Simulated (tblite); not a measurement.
Start geometry of `C[SiH2][SiH2][C@@H](F)[SiH]N` [radical] from a force field or distance geometry (Å):
```
atom  x, y, z in Å
C1     3.308    0.316   -0.152
Si2    1.928   -0.939    0.080
Si3   -0.072   -0.026    0.179
C4    -1.104   -0.297   -1.353
F5    -0.810   -1.529   -1.934
Si6   -2.889   -0.279   -0.865
N7    -3.458    1.217   -0.140
H8     3.647    0.657    0.865
H9     2.956    1.181   -0.763
H10    4.156   -0.153   -0.667
H11    2.073   -1.936   -0.989
H12    2.195   -1.571    1.407
H13   -0.791   -0.596    1.349
H14    0.116    1.433    0.329
H15   -0.905    0.511   -2.075
H16   -3.338   -1.493   -0.181
H17   -4.277    1.652   -0.581
H18   -2.744    1.858    0.216
```

What comes out of this run: tblite, GFN2-xTB geometry optimisation, gas phase?

```
atom  x, y, z in Å
C1     3.3548    0.3768   -0.1227
Si2    2.0247   -0.9785   -0.0028
Si3   -0.0633   -0.0193    0.2631
C4    -1.1687   -0.3861   -1.2766
F5    -0.9381   -1.7241   -1.6417
Si6   -3.0602   -0.1832   -1.0688
N7    -3.2958    1.3875   -0.4040
H8     3.3451    1.0169    0.7553
H9     3.2040    1.0111   -0.9923
H10    4.3488   -0.0539   -0.1999
H11    2.1385   -1.8203   -1.2004
H12    2.3694   -1.8302    1.1485
H13   -0.8123   -0.5248    1.4277
H14   -0.1056    1.4484    0.3888
H15   -0.8003    0.1980   -2.1268
H16   -3.5811   -1.3241   -0.3040
H17   -4.2339    1.7397   -0.3081
H18   -2.7348    1.6724    0.3882
```

The energy falls by 0.620 eV over 110 L-BFGS steps, the largest force on an atom goes from 2.32 to 0.010 eV/Å, and the atoms move by 0.306 Å rms after alignment. The bond that changes most is Si2–Si3 (both ends silicon bonded to C, Si and 2 H), which lengthens by 0.112 Å. Bonds longer at the end by more than 0.005 Å: 6 of 17; shorter: 9. Among the angles that change most is C4–Si6–N7, from 115.4° to 105.9°. Among the dihedrals that turn most is C4–Si6–N7–H17, from 126° to 173°. Rotational constants go from 2981, 646.7, 574.7 to 2953, 616.0, 545.1 MHz. The orientation of the end geometry is arbitrary; only internal coordinates are fixed.

Hardware: one thread of an Arm Neoverse V2, shared host. Cost: 0.8 s of wall time.

Its lowest GFN2-xTB frequency is 14i cm⁻¹, too small to tell a flat minimum from a shallow saddle.

One conformer stands for the species.

These are computed values.
